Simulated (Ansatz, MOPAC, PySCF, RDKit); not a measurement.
Complex: C2H4 (SMILES C=C) (first 6 atoms) with CH4O (SMILES CO); geometry from B3LYP-D3(BJ)/def2-TZVP, rigid monomers moved along the line of their centres of mass till C2···H12 is 2.23 Å.
(charge 0, multiplicity 1):
```xyz
12

C      0.5947    -0.2668    -0.0486
C     -0.6463     0.2019    -0.0443
H      0.8193    -1.2824    -0.3511
H      1.4361     0.3478     0.2483
H     -0.8696     1.2185     0.2562
H     -1.4879    -0.4110    -0.3431
C      0.1572     0.4129     3.4889
O     -0.3078    -0.7977     2.9179
H      1.1939     0.6331     3.2075
H      0.1156     0.2956     4.5714
H     -0.4690     1.2696     3.2124
H     -0.2758    -0.7089     1.9571
```

| level | interaction energy (kcal/mol) | cost |
|---|---|---|
| MMFF94 | 2.17 | - |
| PM3 | -0.56 | - |
| PM6 | 0.06 | - |
| HF/STO-3G (no counterpoise) | 1.05 | - |
| HF/3-21G (no counterpoise) | -1.15 | - |
| HF/6-31G* (no counterpoise) | 0.21 | - |
| HF/aug-cc-pVDZ | 1.72 | - |
| PBE/def2-TZVPPD | -1.58 | ×1 |
| PBE-D3(BJ)/def2-TZVPPD | -3.04 | ×1 |
| r2SCAN-D4/def2-TZVPPD | -2.69 | ×2 |
| B3LYP/6-31G* | -0.28 | - |
| B3LYP/6-311+G** (no counterpoise) | -0.54 | - |
| B3LYP-D3(BJ)/def2-TZVPPD | -2.50 | ×1 |
| PBE0/def2-TZVPPD | -1.46 | ×1 |
| PBE0-D3(BJ)/def2-TZVPPD | -2.80 | ×1 |
| wB97X-V/def2-TZVPPD | -2.15 | ×3 |
| MP2/6-31G* | -0.13 | - |
| MP2/6-31G* (no counterpoise) | -2.73 | - |
| SCS-MP2/aug-cc-pVDZ | -0.66 | - |
| CCSD(T)/aug-cc-pVDZ | -1.18 | ×10 |

The rows run from -3.04 (PBE-D3(BJ)/def2-TZVPPD) to 2.17 kcal/mol (MMFF94). The dispersion term adds -1.45 in PBE-D3(BJ), -1.34 in PBE0-D3(BJ). The 3 functionals in def2-TZVPPD without D3 or D4 span 0.69, from wB97X-V to PBE0.

Monomers are frozen at their geometry in the pair; levels with a basis set take the counterpoise correction. Rows marked so take none.

Frozen-core correlation. Rows in 3-21G, 6-311+G**, 6-31G*, STO-3G carry no dispersion term and start afresh at each structure (6-31G* with six Cartesian d functions). MP2/6-31G* freezes PySCF's default core. The state reached by PM3, PM6 isn't checked.

Codes used: Ansatz (a quantum-chemistry and plane-wave program) with Gaussian orbitals; MOPAC for PM3, PM6 (differences of heats of formation); PySCF for 3-21G rows, 6-311+G** rows, 6-31G* rows, STO-3G rows, the dispersion terms; RDKit for the force fields. 

Costs are rough ratios of core time to PBE/def2-TZVPPD (about 7 s over the structures, on one shared machine); a dash marks a level with no comparable run of its own.
